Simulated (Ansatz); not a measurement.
Consider the redistribution: `[OH][Ga]([OH])[O][SiH3]` + `[OH][SnH]([Cl])[Br]` → `[OH][Ga]([Br])[O][SiH3]` + `[OH][SnH]([OH])[Cl]`.

Calculated with Ansatz (gas phase, PBE0-D4/def2-TZVP geometries, no zero-point term in ΔE). CCSD(T)/CBS is the MP2 limit (def2-TZVPP, def2-QZVPP) plus CCSD(T) − MP2 in def2-TZVPP, frozen cores. DFT in def2-TZVPP. B3LYP here is the variant with VWN-RPA as its local correlation; programs differ in this. def2 core potentials past Kr. For Br, Ga, Sn outer-core shells are correlated without core-valence functions, which leaves a few kJ/mol of doubt a bond. Scalar relativity is left out up to krypton. Each species was taken in one conformer, which may not be the lowest.

```
             level  ΔE (kJ/mol)  difference from CCSD(T)/CBS
            PBE-D4          5.9                         -2.2
         r2SCAN-D4          6.2                         -1.9
          B3LYP-D4          7.6                         -0.5
           ωB97M-V          5.7                         -2.4
               PBE          6.4                         -1.7
            r2SCAN          6.3                         -1.8
              PBE0          7.4                         -0.7
             B3LYP          8.3                          0.2
     HF/def2-TZVPP          8.4                          0.3
    MP2/def2-TZVPP          6.9                         -1.2
SCS-MP2/def2-TZVPP          6.7                         -1.4
   CCSD/def2-TZVPP          5.9                         -2.2
     HF/def2-QZVPP          9.3                          1.2
    MP2/def2-QZVPP          9.1                          1.0
SCS-MP2/def2-QZVPP          8.8                          0.7
      HF/CBS(def2)          9.5                          1.4
       CCSD(T)/CBS          8.1                            0
```

Largest T1 diagnostic among the species: 0.014.
